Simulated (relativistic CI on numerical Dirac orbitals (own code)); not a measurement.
**Mo⁶⁺: L2,3 absorption edge**

Computed with this model: Dirac-Coulomb-Breit CI, KLI orbitals optimised for each configuration, model QED (radiative potential, 1s self-energy scaled to tabulated hydrogen-like ionisation energies), valence Slater integrals scaled by 0.9, multiplet model of core-to-valence dipole absorption; configurations [Ar] 3d10 4s2 4p6 → [He] 2s2 2p5 3s2 3p6 3d10 4s2 4p6 4d; 300 K; Lorentzian 2.4 eV and Gaussian 0.5 eV FWHM. Energies are those of the free ion, without screening or charge transfer. The branching ratio is the share of the lower-energy edge in the whole absorption, uncertain by about 0.02 where the edges overlap. S is read from ⟨S²⟩ = S(S + 1).

Field parameters in Wybourne normalisation: D3d B²₀ = −7Dσ, B⁴₀ = −14Dq − 21Dτ, B⁴₃ = −14√(10/7) Dq; Oh B⁴₀ = 21Dq, B⁴₄ = √(5/14) B⁴₀; Td as Oh with Dq negative (B⁴₀ = 21Dq, B⁴₄ = √(5/14) B⁴₀). The field is a parameter set, without covalency.

Peaks in eV (height, largest 100): 2533.5 (88), 2538.8 (100), 2638.0 (52), 2643.5 (39).

Question: Which surroundings give this spectrum?
A. D3d, 10Dq = 43900, Dσ = 60, Dτ = -20 cm⁻¹
B. Td, 10Dq = -10600 cm⁻¹
C. Oh, 10Dq = 30650 cm⁻¹
D. free ion

Answer: A. D3d, 10Dq = 43900, Dσ = 60, Dτ = -20 cm⁻¹, where the ground state has S = 0.00.
